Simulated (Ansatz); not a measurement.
Consider the isomerisation: `B/N=C\OCC` → `B/C=C(\O)CN`.

Gas-phase electronic energies from Ansatz, PBE0-D4/def2-TZVP geometries. CCSD(T)/CBS adds triple-zeta CCSD(T) − MP2 to the extrapolated MP2 energy (def2 sets, frozen cores). Double bonds are as drawn, so ΔE can hold a change between cis and trans. Functionals use def2-TZVPP. B3LYP here is the variant with VWN-RPA as its local correlation; programs differ in this. Each species was taken in one conformer, which may not be the lowest.

```json
{"level": "PBE-D4", "ΔE (kJ/mol)": "95.7", "difference from CCSD(T)/CBS": "12.2"}
{"level": "r2SCAN-D4", "ΔE (kJ/mol)": "95.3", "difference from CCSD(T)/CBS": "11.8"}
{"level": "PBE0-D4", "ΔE (kJ/mol)": "88.9", "difference from CCSD(T)/CBS": "5.4"}
{"level": "B3LYP-D4", "ΔE (kJ/mol)": "98.3", "difference from CCSD(T)/CBS": "14.8"}
{"level": "ωB97X-V", "ΔE (kJ/mol)": "92.2", "difference from CCSD(T)/CBS": "8.7"}
{"level": "ωB97M-V", "ΔE (kJ/mol)": "88.2", "difference from CCSD(T)/CBS": "4.7"}
{"level": "B2PLYP", "ΔE (kJ/mol)": "97.6", "difference from CCSD(T)/CBS": "14.1"}
{"level": "PBE", "ΔE (kJ/mol)": "99.3", "difference from CCSD(T)/CBS": "15.8"}
{"level": "r2SCAN", "ΔE (kJ/mol)": "96.1", "difference from CCSD(T)/CBS": "12.6"}
{"level": "PBE0", "ΔE (kJ/mol)": "91.9", "difference from CCSD(T)/CBS": "8.4"}
{"level": "B3LYP", "ΔE (kJ/mol)": "104.1", "difference from CCSD(T)/CBS": "20.6"}
{"level": "HF/def2-TZVPP", "ΔE (kJ/mol)": "93.6", "difference from CCSD(T)/CBS": "10.1"}
{"level": "MP2/def2-TZVPP", "ΔE (kJ/mol)": "84.8", "difference from CCSD(T)/CBS": "1.3"}
{"level": "SCS-MP2/def2-TZVPP", "ΔE (kJ/mol)": "90.4", "difference from CCSD(T)/CBS": "6.9"}
{"level": "CCSD/def2-TZVPP", "ΔE (kJ/mol)": "88.2", "difference from CCSD(T)/CBS": "4.7"}
{"level": "CCSD(T)/def2-TZVPP", "ΔE (kJ/mol)": "88.2", "difference from CCSD(T)/CBS": "4.7"}
{"level": "HF/def2-QZVPP", "ΔE (kJ/mol)": "93.6", "difference from CCSD(T)/CBS": "10.1"}
{"level": "MP2/def2-QZVPP", "ΔE (kJ/mol)": "82.0", "difference from CCSD(T)/CBS": "-1.5"}
{"level": "SCS-MP2/def2-QZVPP", "ΔE (kJ/mol)": "87.5", "difference from CCSD(T)/CBS": "4.0"}
{"level": "HF/CBS(def2)", "ΔE (kJ/mol)": "93.6", "difference from CCSD(T)/CBS": "10.1"}
{"level": "MP2/CBS(def2)", "ΔE (kJ/mol)": "80.0", "difference from CCSD(T)/CBS": "-3.5"}
{"level": "CCSD/CBS(def2)", "ΔE (kJ/mol)": "83.5", "difference from CCSD(T)/CBS": "0.0"}
{"level": "CCSD(T)/CBS", "ΔE (kJ/mol)": "83.5", "difference from CCSD(T)/CBS": "0"}
```

Largest T1 diagnostic among the species: 0.014.

The D4 term adds −5.8 kJ/mol with B3LYP and −3.0 kJ/mol with PBE0; it sums over pairs of atoms, weighted by their polarisabilities, and B3LYP, whose exchange is more repulsive, gets the larger term. From PBE to PBE0 (25 % exact exchange), in def2-TZVPP and without D4, ΔE moves by −7.4 kJ/mol.
